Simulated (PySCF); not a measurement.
Isomers C5H5F3:

A. SMILES FC(C1(C)C=C1)(F)F
B. `FC(F)(F)[C@]12C[C@H]1C2`
C. SMILES CC1=C[C@H]1C(F)(F)F

Spectrum 1. $^{1}$H NMR (500 MHz, computed): δ 6.42 (m, 1H), 2.42 (s, 3H), 1.74 (m, 1H). $^{13}$C{$^{1}$H} NMR (computed): δ 135.9 (C), 123.6 (C), 104.1 (CH), 22.5 (CH), 13.1 (CH3).

Spectrum 2. $^{1}$H NMR (500 MHz, computed): δ 7.30 (m, 2H), 1.46 (s, 3H). $^{13}$C{$^{1}$H} NMR (computed): δ 136.2 (C), 123.2 (CH), 25.3 (C), 21.1 (CH3).

Spectrum 3. $^{1}$H NMR (500 MHz, computed): δ 2.19 (m, 1H), 1.82 (m, 2H), 0.79 (m, 2H). $^{13}$C{$^{1}$H} NMR (computed): δ 137.1 (C), 34.2 (CH2), 9.5 (C), 9.1 (CH).

[PySCF 2.14.0 with density-fitted response routines: shieldings: GIAO PBE0/pcSseg-1; geometry: GFN2-xTB; no solvent model; a single conformation; one averaged value for each set of equivalent atoms; no relativistic terms]

Chemical shifts δ = σref − σ; TMS for $^{1}$H, $^{13}$C, all at this level. Splittings of carbon signals by F and P are missing where no couplings were computed. Where no couplings were computed, multiplicities follow the n + 1 count of equivalent neighbours, and m marks all less simple cases (inequivalent or close neighbours, rings, F or P nearby). Shifts are as computed. Against solution values, carbons near 30 ppm lie about +3 ppm off and those near 130 ppm about +5 ppm. Of 1211 compounds with measured shifts, 218 miss one by over three times the rms of a fit or turn the order of signals round; such compounds aren't used in these exercises.

Problem. Which spectrum belongs to which compound?

Solution. 1–C, 2–A, 3–B.

- Spectrum 1 (C): 5 $^{13}$C signals; δC 135.9 is a CF3 carbon; δC 123.6 is a fully substituted alkene carbon.
- Spectrum 2 (A): 4 $^{13}$C signals; δC 136.2 is a CF3 carbon; δC 123.2 is an alkene CH.
- Spectrum 3 (B): 4 $^{13}$C signals; δC 137.1 is a CF3 carbon; δC 34.2 is a three-membered-ring carbon.
